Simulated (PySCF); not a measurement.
C2H12Si4, SMILES [SiH3][SiH]1C[SiH2][SiH2]C1.

Geometry optimised at PBE-D3(BJ)/def2-SVP. The structure was generated by enumeration, and PubChem lists no compound with its InChIKey, so it may never have been made. One conformer was computed; it need not be the lowest.

These are TDA-LC-ωPBE/def2-SVPD (PySCF 2.14.0) values and carry that method's errors.

Vertical excitations.  State labels are in the subgroup Cs.

```tsv
state	symmetry	energy (eV)	λ (nm)	f	main pairs
S1	A'	6.81	182	0.029	HOMO−1→LUMO+1 68 %
S2	A'	6.90	180	0.042	HOMO−1→LUMO 70 %
S3	A"	7.15	173	0.017	HOMO→LUMO+2 65 %, HOMO→LUMO+5 17 %
S4	A'	7.27	170	0.012	HOMO→LUMO 42 %, HOMO→LUMO+1 20 %, HOMO→LUMO+7 11 %, HOMO→LUMO+6 9 %
S5	A'	7.61	163	0.263	HOMO→LUMO+1 59 %, HOMO→LUMO 10 %
S6	A'	7.89	157	0.049	HOMO→LUMO 31 %, HOMO→LUMO+4 21 %, HOMO→LUMO+6 20 %, HOMO→LUMO+3 7 %
T1	A'	5.78	214	0	HOMO−1→LUMO+1 69 %, HOMO−1→LUMO+4 13 %
T2	A'	6.10	203	0	HOMO−1→LUMO 61 %, HOMO−1→LUMO+7 11 %
```
Triplets are in the Tamm–Dancoff approximation.
